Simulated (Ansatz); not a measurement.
Harmonic frequencies (cm⁻¹) at PBE0-D4/def2-TZVP from Ansatz: 73, 89, 94, 259, 372, 395.

(1) Which molecule is it?
A. `[SH][In]([SH])[Br]`
B. `[Br][In]([Br])[Br]`
C. `[F][In]([Br])[Br]`
D. `[Cl][In]([Cl])[Br]`

## Answers

(1) D.
